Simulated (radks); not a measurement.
Isoelectronic series with 24 electrons, all held in the configuration [Ar] 3d5 4s1, which need not be the ground one along the series. Calculated with a radial shooting solver on a logarithmic mesh with Libxc functionals: scalar-relativistic Kohn-Sham, LDA (Slater exchange, Perdew-Wang correlation), spin-polarised, spherical densities, finite nucleus; open shells are filled with parallel spins first (spin-orbit coupling, left out, can overturn this in heavy ions); Fermi nuclear charge, rms radius of each element as measured or else 0.836 A^(1/3) + 0.57 fm. Total energies (hartree) and orbital eigenvalues (eV):

| ion | E (hartree) | 3d up | 4s up | 3p down | 3p up |
|---|---|---|---|---|---|
| Cr | -1048.66568 | -3.8864 | -4.6376 | -41.9784 | -46.1311 |
| Fe2+ | -1269.24693 | -33.9646 | -23.5902 | -81.4922 | -87.1863 |
| Ni4+ | -1512.97380 | -80.3931 | -51.4677 | -137.9222 | -144.8343 |
| Zn6+ | -1779.82346 | -140.6578 | -87.1794 | -208.3486 | -216.3496 |
| Ge8+ | -2069.88218 | -213.9697 | -130.3806 | -291.9565 | -300.9837 |
| Se10+ | -2383.28197 | -299.9828 | -180.9310 | -388.4308 | -398.4494 |
| Kr12+ | -2720.18262 | -398.5150 | -238.7736 | -497.6330 | -508.6223 |
| Sr14+ | -3080.76662 | -509.4604 | -303.8938 | -619.5051 | -631.4524 |
| Zr16+ | -3465.23609 | -632.7544 | -376.3030 | -754.0330 | -766.9304 |
| Mo18+ | -3873.81021 | -768.3575 | -456.0300 | -901.2294 | -915.0725 |
| Ru20+ | -4306.73223 | -916.2460 | -543.1172 | -1061.125 | -1075.912 |
| Pd22+ | -4764.26071 | -1076.408 | -637.6176 | -1233.765 | -1249.495 |
| Cd24+ | -5246.67246 | -1248.839 | -739.5933 | -1419.204 | -1435.877 |
| Sn26+ | -5754.26918 | -1433.542 | -849.1158 | -1617.505 | -1635.125 |
| Te28+ | -6287.36587 | -1630.523 | -966.2639 | -1828.742 | -1847.310 |
| Xe30+ | -6846.31163 | -1839.795 | -1091.126 | -2052.993 | -2072.513 |
| Ba32+ | -7431.4684 | -2061.370 | -1223.797 | -2290.343 | -2310.819 |
| Ce34+ | -8043.2296 | -2295.268 | -1364.382 | -2540.884 | -2562.320 |
| Nd36+ | -8682.0123 | -2541.508 | -1512.993 | -2804.714 | -2827.116 |
| Sm38+ | -9348.2303 | -2800.114 | -1669.750 | -3081.938 | -3105.311 |
| Gd40+ | -10042.4048 | -3071.109 | -1834.789 | -3372.663 | -3397.013 |
| Dy42+ | -10765.0286 | -3354.520 | -2008.250 | -3677.007 | -3702.341 |

3d up drops below 4s up between Cr and Fe2+.
